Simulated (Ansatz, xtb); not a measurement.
Ranking isomers of C6H4O2Se

3 gas-phase structures of C6H4O2Se, from a drawn sample of its isomers (lower ones may exist). Each was relaxed with GFN2-xTB; where two conformers were screened, the lower at r2SCAN-D4/def2-SVP is listed:

A. `Oc1cc2occc2[se]1`, a singlet
B. `O=CC1=CC(=O)C=C[Se]1`, a singlet
C. `O=CC1=CC=CC(=O)[Se]1`, a singlet

Make a reasoned guess at their ranking by r2SCAN-D4/def2-SVP single-point energy.

Calculated order at r2SCAN-D4/def2-SVP: C (0.0), B (7.5), A (11.9) kcal/mol.

Energies above the lowest of each column, in kcal/mol; the last columns are at PBE0-D3(BJ)/def2-SVP geometries:

```csv
structure,GFN2-xTB,HF/STO-3G,r2SCAN-D4/def2-SVP,PBE0-D3(BJ)/def2-SVP,CCSD(T)/def2-SVP + ΔMP2/def2-TZVPP
C,22.1,31.2,0.0,0.0,0.0
B,30.7,33.1,7.5,6.2,4.7
A,0.0,0.0,11.9,7.7,10.4
```

CCSD(T)/def2-SVP + ΔMP2/def2-TZVPP puts C lowest; GFN2-xTB picks A, HF/STO-3G picks A. Flexible structures stand in one conformer each, not always the lowest. The ΔMP2 step shifts differences by up to 4.5 kcal/mol, which makes them less sure. ΔMP2 is the change of the MP2 energy from the smaller to the larger basis.

Programs: Ansatz 0.2.0, xtb 6.7.1.
